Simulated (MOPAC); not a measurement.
Input for MOPAC: PM6 on BiClH2 (SMILES [Cl][BiH2]), a point of a bond scan (R = 4.145 Å).

```
PM6 1SCF PRECISE CHARGE=0 THREADS=1
BiClH2

Bi    -0.26735610 1    -0.21428136 1     0.22757395 1
H     -3.46330028 1     1.09617506 1    -2.06427105 1
H     -0.10663524 1    -1.65617136 1    -0.84177071 1
Cl     1.40906403 1     1.12270836 1    -1.01635216 1
```

It printed:

```
*******************************************************************************
 **                                                                           **
 **                              MOPAC v23.2.5                                **
 **                                                                           **
 *******************************************************************************
 ** MOPAC's Digital Object Identifier: https://doi.org/10.5281/zenodo.6511958 **
 **                                                                           **
 ** Please cite the open-source release paper for use of this MOPAC version:  **
 ** J. E. Moussa and J. J. P. Stewart (2026)                                  **
 ** MOPAC: An open-source semiempirical molecular orbital program             **
 ** J. Open Source Softw., 11(119), 8025, https://doi.org/10.21105/joss.08025 **
 *******************************************************************************

                              PM6 CALCULATION RESULTS

 *******************************************************************************
 *  PM6        - The PM6 Hamiltonian to be used
 *
 *
 *
 *                 CHARGE ON SYSTEM = 0
 *
 *
 *
 *  PRECISE    - TIGHTER CRITERIA TO BE USED
 *  1SCF       - DO 1 SCF AND THEN STOP
 *  THREADS=1  - MULTI-THREADING NOT USED
 *  T=         - A TIME OF 172800.0 SECONDS REQUESTED
 *  DUMP=N     - RESTART FILE WRITTEN EVERY 7200.0 SECONDS REQUESTED
 *******************************************************************************
PM6 1SCF PRECISE CHARGE=0 THREADS=1
 BiClH2

   ATOM   CHEMICAL          X               Y               Z
  NUMBER   SYMBOL      (ANGSTROMS)     (ANGSTROMS)     (ANGSTROMS)

     1      Bi         -0.26735610  *  -0.21428136  *   0.22757395  *
     2       H         -3.46330028  *   1.09617506  *  -2.06427105  *
     3       H         -0.10663524  *  -1.65617136  *  -0.84177071  *
     4      Cl          1.40906403  *   1.12270836  *  -1.01635216  *



          CARTESIAN COORDINATES

    NO.       ATOM           X           Y           Z

     1        Bi         -0.2674     -0.2143      0.2276
     2         H         -3.4633      1.0962     -2.0643
     3         H         -0.1066     -1.6562     -0.8418
     4        Cl          1.4091      1.1227     -1.0164

 General Reference for PM6:
 "Optimization of Parameters for Semiempirical Methods V: Modification of NDDO Approximations
 and Application to 70 Elements", J. J. P. Stewart, J. Mol. Mod., 13, 1173-1213 (2007)
 URL: https://link.springer.com/article/10.1007/s00894-007-0233-4

           Empirical Formula: H2 Bi Cl  =     4 atoms



      MOLECULAR POINT GROUP   :   C1


      RHF CALCULATION, NO. OF DOUBLY OCCUPIED LEVELS = 7



 ALL CONVERGERS ARE NOW FORCED ON
 SHIFT=10, PULAY ON, CAMP-KING ON
 AND ITERATION COUNTER RESET



 -------------------------------------------------------------------------------
 PM6 1SCF PRECISE CHARGE=0 THREADS=1
 BiClH2



     1SCF WAS SPECIFIED, SO BFGS WAS NOT USED
     SCF FIELD WAS ACHIEVED


                              PM6 CALCULATION
                                                       MOPAC v23.2.5 Linux




          FINAL HEAT OF FORMATION =        140.05694 KCAL/MOL =     585.99823 KJ/MOL


          COSMO AREA              =        126.81 SQUARE ANGSTROMS
          COSMO VOLUME            =        111.01 CUBIC ANGSTROMS

          IONIZATION POTENTIAL    =          6.576174 EV
          HOMO LUMO ENERGIES (EV) =         -6.576 -2.663
          NO. OF FILLED LEVELS    =          7
          MOLECULAR WEIGHT        =        246.4492         POINT GROUP:  C1

          MOLECULAR DIMENSIONS (Angstroms)

            Atom       Atom       Distance
           Cl     4    H     2     4.98385
            H     3    H     2     2.81403
           Bi     1    H     2     1.31348


          SCF CALCULATIONS        =          1





   ATOM   CHEMICAL          X               Y               Z
  NUMBER   SYMBOL      (ANGSTROMS)     (ANGSTROMS)     (ANGSTROMS)

     1      Bi         -0.26735610  *  -0.21428136  *   0.22757395  *
     2       H         -3.46330028  *   1.09617506  *  -2.06427105  *
     3       H         -0.10663524  *  -1.65617136  *  -0.84177071  *
     4      Cl          1.40906403  *   1.12270836  *  -1.01635216  *

                             CARTESIAN COORDINATES

   1   Bi       -0.267356100    -0.214281360     0.227573950
   2    H       -3.463300280     1.096175060    -2.064271050
   3    H       -0.106635240    -1.656171360    -0.841770710
   4   Cl        1.409064030     1.122708360    -1.016352160


           Empirical Formula: H2 Bi Cl  =     4 atoms



      MOLECULAR POINT GROUP   :   C1


                  EIGENVALUES
 -26.11546 -19.87834 -12.54785 -11.52542 -11.16025  -9.83428  -6.57617  -2.66321
  -0.24662   2.70500  92.47394  92.48944  92.50709  92.99539  92.99636


              NET ATOMIC CHARGES AND DIPOLE CONTRIBUTIONS

  ATOM NO.   TYPE          CHARGE      No. of ELECS.   s-Pop       p-Pop       d-Pop
    1         Bi           0.311035        4.6890     1.87850     2.81046
    2          H           0.088746        0.9113     0.91125
    3          H          -0.005356        1.0054     1.00536
    4         Cl          -0.394425        7.3944     1.99294     5.39521     0.00627
 DIPOLE           X         Y         Z       TOTAL
 POINT-CHG.    -4.542    -1.937     1.407     5.135
 HYBRID         0.441    -0.405    -0.848     1.038
 SUM           -4.101    -2.342     0.559     4.756


          ATOMIC ORBITAL ELECTRON POPULATIONS

     Atom    s        px        py        pz      x^2-y^2     xz        z^2       yz        xy
    1 Bi   1.87850   0.89029   0.87682   1.04335
    2  H   0.91125
    3  H   1.00536
    4 Cl   1.99294   1.72364   1.83057   1.84101   0.00053   0.00203   0.00036   0.00125   0.00211

 **********************
 *                    *
 * JOB ENDED NORMALLY *
 *                    *
 **********************




 == MOPAC DONE ==
```

The run finished.

Cost: around 0.15 core-seconds (rough).
